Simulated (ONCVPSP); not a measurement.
**What one change does to a pseudopotential (Sn (Z = 50), ONCV)**

tin, optimised norm-conserving Vanderbilt (ONCV), made with ONCVPSP 4.0.1 (PW91, scalar-relativistic). Core [Kr] 4d10, reference 5s2 5p2. Waves: 5s: rc 1.65 bohr, ncon 4, nbas 8, qcut 4.2 1/bohr, 1 projector; 5p: rc 2.70 bohr, ncon 4, nbas 7, qcut 3.2 1/bohr, 2 projectors, debl 0.5 Ha; d scattering state at 0.33 Ha: rc 2.60 bohr, ncon 4, nbas 8, qcut 3.3 1/bohr, 3 projectors, debl 2 Ha. Local part: polynomial inside 1.55 bohr (lpopt 5, dvloc0 -1 Ha). Core correction: none.

Change: d: qcut 1.9.

Cutoffs: the cutoffs (Ha) at which the residual kinetic energy of the hardest occupied pseudo-wave falls to 1 and 0.1 mHa per electron; they do not see the model core or the augmentation charge, which bear on the density cutoff. Errors are all-electron minus pseudo energies relative to the spin-unpolarised reference configuration.

Q: What does the change do?

A: The potential gets neither clearly harder nor softer (33 Ha and 63 Ha → 33 Ha and 63 Ha); the bound ghosts move from d, s to s; the lowest positive-energy flag moves from p at 51.2 eV to d at 18.5 eV; the errors of the 3 common tests hardly move; the range in which the d phases agree narrows (upper end 3.6 → 0.5).

| quantity | base | changed |
| --- | --- | --- |
| cutoff, loose | 33 Ha | 33 Ha |
| cutoff, tight | 63 Ha | 63 Ha |
| bound ghosts | s, d | s |
| GHOST(+) flags under 300 eV | p at 51.2 eV, d at 152.1 eV | d at 18.5 eV, p at 51.2 eV |
| tests with a reliable result | 3 of 4 | 3 of 4 |
| error for 5s2 5p1, meV [ΔE 6.93 eV] | -2.9 | -2.9 |
| error for 5s2 5p0, meV [ΔE 20.96 eV] | +2.3 | +2.3 |
| error for 5s1 5p2, meV [ΔE 14.61 eV] | +8.5 | +8.5 |
| s: phases at 1.68 bohr within 0.05 rad from the reference energy up to (Ha; the scan ends near 5) | 2.0 | 2.0 |
| p: phases at 2.74 bohr within 0.05 rad from the reference energy up to (Ha; the scan ends near 5) | 1.6 | 1.6 |
| d: phases at 2.64 bohr within 0.05 rad from the reference energy up to (Ha; the scan ends near 5) | 3.6 | 0.5 |

 A true bound ghost makes a file unfit for plane-wave use even where its test errors are small: the radial tests pick states by their node count and pass the ghost by.
